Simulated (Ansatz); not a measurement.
Consider the cleavage of the P–Sn bond: `[PH2][SnH2][SH]` + `[OH][SbH2]` → `P[O][SbH2]` + `[SH][SnH3]`.

Computed with Ansatz on PBE0-D4/def2-TZVP structures; ΔE is electronic, products minus reactants. CCSD(T)/CBS is the MP2 limit (def2-TZVPP, def2-QZVPP) plus CCSD(T) − MP2 in def2-TZVPP, frozen cores. Functionals use def2-TZVPP. HSE06 is defined as in plane-wave codes. def2 core potentials past Kr. For Sb, Sn outer-core shells are correlated without core-valence functions, which leaves a few kJ/mol of doubt a bond. One conformer a species, not always the lowest.

```csv
level,ΔE (kJ/mol)
HSE06-D4,58.8
ωB97M-V,46.1
BHLYP,41.3
MP2/def2-QZVPP,55.5
```

Task: What does CCSD(T)/CBS give? (Best estimate.)

Result: Computed: +54.3 kJ/mol. The listed levels differ from it by 4.5, -8.2, -13.0, 1.2 kJ/mol.

Largest T1 diagnostic among the species: 0.015.

At CCSD(T), def2-SVP lies −4.4 kJ/mol from the extrapolated value and def2-TZVPP −4.5 kJ/mol. In def2-TZVPP, CCSD(T) changes the Hartree–Fock value by +18.8 kJ/mol (the triples alone add +2.6 kJ/mol) and MP2 by +22.7 kJ/mol.
